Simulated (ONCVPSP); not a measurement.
u(r) = r·R(r): atom against pseudo-atom (lithium (Li))

Columns: radius, all-electron u(r) and pseudo u(r) of the 2s shell (level -2.87 eV) of lithium in the configuration [He] 2s1; PBE, non-relativistic, ONCV scheme, ONCVPSP 4.0.1.

| r (bohr) | all-electron | pseudo |
| --- | --- | --- |
| 0.173 | -0.1652 | 0.0274 |
| 0.346 | -0.1852 | 0.0553 |
| 0.519 | -0.1398 | 0.0843 |
| 0.692 | -0.0668 | 0.1154 |
| 0.865 | 0.0147 | 0.1495 |
| 1.038 | 0.0954 | 0.1863 |
| 1.211 | 0.1706 | 0.2252 |
| 1.384 | 0.2381 | 0.2649 |
| 1.557 | 0.2969 | 0.3046 |
| 1.730 | 0.3471 | 0.3438 |
| 1.903 | 0.3901 | 0.3821 |
| 2.076 | 0.4268 | 0.4183 |
| 2.249 | 0.4568 | 0.4506 |
| 2.422 | 0.4803 | 0.4772 |
| 2.595 | 0.4979 | 0.4968 |
| 2.768 | 0.5098 | 0.5097 |
| 2.941 | 0.5168 | 0.5168 |
| 3.114 | 0.5193 | 0.5193 |
| 3.287 | 0.5179 | 0.5179 |
| 3.460 | 0.5129 | 0.5129 |
| 3.633 | 0.5050 | 0.5050 |
| 3.806 | 0.4945 | 0.4945 |
| 3.979 | 0.4819 | 0.4819 |
| 4.152 | 0.4676 | 0.4676 |
| 4.325 | 0.4520 | 0.4520 |
| 4.498 | 0.4354 | 0.4354 |

Question: How many radial nodes do the two functions have?

Answer: The all-electron 2s function has n − l − 1 = 1; the pseudo-wave has 0, since the states of the same l below it are removed with the core.

Question: At about which radius was the pseudo-wave matched?

Answer: 3.00 bohr. The columns agree to 0.0005 from 2.77 bohr on; several derivatives are matched, so the curves merge somewhat inside the radius.

Question: Where does each function peak?

Answer: Outermost all-electron maximum near 3.11 bohr, pseudo maximum near 3.11 bohr (to the table’s step).

Question: Is the pseudo-wave norm-conserving?

Answer: Yes: the ONCV scheme keeps the norm inside the radius equal to the all-electron one, which fixes the energy derivative of the logarithmic derivative at the level.
